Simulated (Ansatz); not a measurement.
Cost and result for the atomization energy of C3H6Si, SMILES `C[SiH]1C=C1` (10 atoms, 10 bonds).

| atom | x (Å) | y (Å) | z (Å) |
| --- | --- | --- | --- |
| C1 | 0.9352 | 1.2579 | 0.4498 |
| Si2 | 0.4021 | -0.3715 | -0.2781 |
| C3 | -1.0292 | -1.3035 | 0.3113 |
| C4 | -1.2789 | -0.7015 | -0.8525 |
| H5 | 0.0889 | 1.7688 | 0.9123 |
| H6 | 1.3529 | 1.9074 | -0.3240 |
| H7 | 1.7078 | 1.1074 | 1.2084 |
| H8 | 1.5513 | -1.0842 | -0.8936 |
| H9 | -1.5969 | -1.9369 | 0.9829 |
| H10 | -2.1334 | -0.6439 | -1.5166 |

Charge 0, multiplicity 1. Geometry: relaxed with PBE0-D4/def2-TZVP. Program: Ansatz. All runs use 2 threads of an Arm Neoverse V1 on a shared host. Times are those of one run each, without the atoms' runs, and a repeat can differ threefold. Electronic energies, without spin–orbit coupling; frozen cores. CCSD(T)/CBS adds CCSD(T) − MP2 in def2-TZVPP to the MP2 limit, and its time is that of the two runs behind it. T1 = 0.012. B3LYP takes the VWN-RPA correlation (the form of Gaussian; ORCA's B3LYP/G). HSE06 is the plane-wave form, built on full-range PBE exchange.

CCSD(T)/CBS is a level of theory with its own doubt, some kJ/mol a heavy atom from the limit and from the frozen cores, so smaller differences don't rank the functionals.

| level | functions | wall time |
| --- | --- | --- |
| LDA (SPW92)/def2-TZVPP | 219 | 1.6 s |
| CCSD(T)/def2-SVP | 90 | 3.3 s |
| PBE0-D4/def2-TZVPP | 219 | 3.6 s |
| BHLYP-D4/def2-TZVPP | 219 | 3.6 s |
| HSE06-D4/def2-TZVPP | 219 | 3.7 s |
| CAM-B3LYP-D4/def2-TZVPP | 219 | 4.2 s |
| B3LYP-D4/def2-TZVPP (with forces) | 219 | 5.5 s |
| r2SCANh-D4/def2-TZVPP | 219 | 6 s |
| B2PLYP/def2-TZVPP | 219 | 7 s |
| ωB97M-V/def2-TZVPP (with forces) | 219 | 15 s |
| MP2/def2-QZVPP | 421 | 31 s |
| CCSD(T)/def2-TZVPP | 219 | 90 s |
| CCSD(T)/CBS(def2) | – | 2 min |

Q: What atomization energy does each give, and how far from CCSD(T)/CBS? (An estimate is asked.)

A: Ansatz gave: 
```tsv
level	atomization (kcal/mol)	difference from CCSD(T)/CBS	per bond
LDA (SPW92)/def2-TZVPP	1043.4	123.8	12.4
CCSD(T)/def2-SVP	873.7	-45.9	-4.6
PBE0-D4/def2-TZVPP	926.4	6.8	0.7
BHLYP-D4/def2-TZVPP	898.4	-21.2	-2.1
HSE06-D4/def2-TZVPP	927.0	7.4	0.7
CAM-B3LYP-D4/def2-TZVPP	922.6	3.0	0.3
B3LYP-D4/def2-TZVPP (with forces)	920.0	0.4	0.0
r2SCANh-D4/def2-TZVPP	920.3	0.7	0.1
B2PLYP/def2-TZVPP	911.5	-8.1	-0.8
ωB97M-V/def2-TZVPP (with forces)	924.1	4.5	0.5
MP2/def2-QZVPP	922.7	3.1	0.3
CCSD(T)/def2-TZVPP	897.4	-22.2	-2.2
CCSD(T)/CBS(def2)	919.6	0.0	0.0
```

Leaving LDA and LC-ωPBE aside and taking each functional with its dispersion term where it has one, the values, not all of them listed here, spread over 39.7 kcal/mol, from BHLYP-D4 to PBE-D4. LDA lies +109.6 kcal/mol from PBE without D4, its usual overbinding. From r2SCAN to r2SCAN0 (25 % exact exchange), in def2-TZVPP and without D4, the atomization energy moves by −10.5 kcal/mol: exact exchange takes away binding that semilocal exchange gives to molecules. The D4 term adds +7.0 kcal/mol with B3LYP and +3.6 kcal/mol with PBE0; it sums over pairs of atoms, weighted by their polarisabilities, and B3LYP, whose exchange is more repulsive, gets the larger term.
